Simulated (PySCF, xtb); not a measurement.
W(NH)(S)(SH)2 (H3NS3W), SMILES [NH]=[W](=[S])([SH])[SH], multiplicity 1. The values are those of a single conformer.

Harmonic wavenumbers (cm⁻¹) from GFN2-xTB (xtb 6.7.1) at its own minimum, in rising order: 93, 110, 124, 142, 171, 204, 236, 309, 317, 472, 506, 509, 551, 616, 927, 2305, 2368, 3338.

### Question
What does PBE-D3(BJ)/def2-SVP (PySCF) give at its own minimum? (Estimate from the structure and the level; the computed values follow.)

### Answer
111, 119, 130, 183, 214, 279, 324, 373, 376, 515, 546, 596, 613, 641, 965, 2586, 2599, 3505. Paired by order, the mean absolute difference is 76 cm⁻¹ and the zero-point energies are 19.0 and 21.0 kcal/mol.
